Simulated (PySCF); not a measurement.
H₆MgOSi₂, SMILES [SiH3][O][Mg][SiH3].

Geometry: PBE-D3(BJ)/def2-SVP. The structure was generated by enumeration; whether it is a known compound was not checked. The values are those of a single conformer.

The numbers are results of PBE-D3(BJ)/def2-SVP run with PySCF, not measurements.

Frequencies are harmonic and unscaled.

A small imaginary wavenumber (i) marks a very flat motion, where grid noise or a shallow saddle decides the sign.

Modes within 1.5 cm⁻¹ of each other (mostly degenerate sets) share a row, with their intensities summed.

```tsv
mode	ν (cm⁻¹)	IR (km/mol)	moving atoms (share of kinetic energy)
1	20i	0.0	H 100 %
2–3	49	2.2	O 31 %, Si 27 %, Mg 25 %, H 17 %
4–5	124	67.5	Mg 46 %, O 42 %, H 10 %
6	251	0.0	Si 82 %, H 9 %, O 8 %
7–8	386	3.3	H 85 %, Si 10 %
9	546	27.7	Mg 68 %, Si 27 %
10–11	707	103.0	H 83 %, Si 10 %
12	806	325.5	H 91 %, Si 8 %
13–14	904	65.1	H 98 %
15–16	921	148.5	H 96 %
17	971	352.8	H 90 %, Si 10 %
18	1042	443.1	O 76 %, Si 16 %
19–21	2124	443.4	H 99 %
22	2132	112.5	H 99 %
23–24	2137	164.6	H 96 %
```
